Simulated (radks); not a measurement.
The numbers below are computed, except where a source is named.
Species: Cd4+. Configuration: [Kr] 4d8.

Level of theory: scalar-relativistic Kohn-Sham, PBEsol, spin-polarised, spherical densities, finite nucleus; open shells are filled with parallel spins first (spin-orbit coupling, left out, can overturn this in heavy ions); Fermi nuclear charge, rms radius 4.6087 fm (a radial shooting solver on a logarithmic mesh with Libxc functionals).

Energy parts (eV):
total: -152046.427
kinetic: 158204.019
electron-nucleus: -365319.978
Hartree: 59150.362
exchange-correlation: -4080.829

Orbitals (lengths in bohr, moments of r in powers of bohr):
\begin{tabular}{lrrr}
orbital & occ. & eigenvalue (eV) & <1/r> \\ \hline
1s up & 1 & -26565.11 & 50.62 \\
1s down & 1 & -26565.11 & 50.62 \\
2s up & 1 & -3991.631 & 11.52 \\
2s down & 1 & -3991.162 & 11.52 \\
2p up & 3 & -3588.094 & 11.11 \\
2p down & 3 & -3587.732 & 11.11 \\
3s up & 1 & -788.4836 & 4.061 \\
3s down & 1 & -788.2215 & 4.061 \\
3p up & 3 & -656.1434 & 3.869 \\
3p down & 3 & -655.8488 & 3.869 \\
3d up & 5 & -448.9276 & 3.642 \\
3d down & 5 & -448.4942 & 3.643 \\
4s up & 1 & -160.1352 & 1.587 \\
4s down & 1 & -158.4219 & 1.589 \\
4p up & 3 & -120.7271 & 1.440 \\
4p down & 3 & -118.9823 & 1.441 \\
4d up & 5 & -63.2792 & 1.150 \\
4d down & 3 & -61.5826 & 1.147 \\
\end{tabular}

The highest occupied level is 4d down at -61.583 eV. Summed over all electrons, <r^2> = 22.88 bohr^2, which gives a Langevin (diamagnetic) susceptibility term of -18.1 x 10^-6 cm^3/mol. The density falls to 0.001 e/bohr^3 at r = 2.85 bohr. The spin density at the nucleus is -1.7870 e/bohr^3 (1s -0.0763, 2s -0.9415, 3s 0.1697, 4s -0.9389). Spin moment in Bohr magnetons: 2.
